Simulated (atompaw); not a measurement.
**Which change was made? (N, PAW (atompaw))**

- Element: N
- Generator: atompaw 4.2.0.5
- Type: PAW
- Functional: PBE
- Relativity: non-relativistic
- Frozen core: [He]
- Valence charge: 5
- Reference configuration: 2s2 2p3
- Partial waves: 2s (bound); 2s channel at -0.8 Ry; 2p (bound); 2p channel at 0.45 Ry
- Local potential: troulliermartins scheme with l = 2 at 0.5 Ry, radius 1.85 bohr
- Core correction: smooth core density matched at 2.45 bohr
- Augmentation charge: sinc compensation charge, radius 2.10 bohr; PAW radius 2.55 bohr; waves and projectors: bloechl

Cutoffs, loose and tight: the cutoffs (Ry, on a coarse ladder) from which the occupation-weighted sum of valence levels, in a spherical-Bessel basis at the reference potential, stays within 10 and 1 mRy of its value at 400 Ry. They see the waves, projectors and local potential, not the compensation charge or the core.

The base gives: outcome: generated; cutoff, loose: 25 Ry; cutoff, tight: 40 Ry; bound ghosts: none.

After one change the result is: outcome: generated; cutoff, loose: 30 Ry; cutoff, tight: 50 Ry; bound ghosts: none. Which change was it?
A. wave 2p channel at 0.45 Ry becomes 2p channel at -0.32 Ry
B. waves 2s (bound): rc 1.05 bohr; 2s channel at -0.8 Ry: rc 1.05 bohr; 2p (bound): rc 2.55 bohr; 2p channel at 0.45 Ry: rc 2.55 bohr; augmentation sinc compensation charge, radius 2.10 bohr; PAW radius 2.55 bohr; waves and projectors: custom rrkj gramschmidtortho
C. all radii scaled by about 1.27 (s 1.34, p 3.24 bohr); local potential troulliermartins scheme with l = 2 at 0.5 Ry, radius 2.34 bohr; augmentation sinc compensation charge, radius 2.66 bohr; PAW radius 3.24 bohr; waves and projectors: bloechl; core correction smooth core density matched at 3.10 bohr
D. local potential troulliermartins scheme with l = 2 at 0.5 Ry, radius 1.52 bohr
E. all radii scaled by about 0.89 (s 0.94, p 2.28 bohr); local potential troulliermartins scheme with l = 2 at 0.5 Ry, radius 1.66 bohr; augmentation sinc compensation charge, radius 1.88 bohr; PAW radius 2.28 bohr; waves and projectors: bloechl; core correction smooth core density matched at 2.18 bohr

E. The others give: all radii scaled by about 1.27 (s 1.34, p 3.24 bohr); local potential troulliermartins scheme with l = 2 at 0.5 Ry, radius 2.34 bohr; augmentation sinc compensation charge, radius 2.66 bohr; PAW radius 3.24 bohr; waves and projectors: bloechl; core correction smooth core density matched at 3.10 bohr → outcome: generated; cutoff, loose: 15 Ry; cutoff, tight: 25 Ry; bound ghosts: none | wave 2p channel at 0.45 Ry becomes 2p channel at -0.32 Ry → outcome: generated; cutoff, loose: 21 Ry; cutoff, tight: 40 Ry; bound ghosts: none | local potential troulliermartins scheme with l = 2 at 0.5 Ry, radius 1.52 bohr → outcome: generated; cutoff, loose: 35 Ry; cutoff, tight: 60 Ry; bound ghosts: none | waves 2s (bound): rc 1.05 bohr; 2s channel at -0.8 Ry: rc 1.05 bohr; 2p (bound): rc 2.55 bohr; 2p channel at 0.45 Ry: rc 2.55 bohr; augmentation sinc compensation charge, radius 2.10 bohr; PAW radius 2.55 bohr; waves and projectors: custom rrkj gramschmidtortho → outcome: failed: atompaw: The overlap operator has at least one negative eigenvalue!.
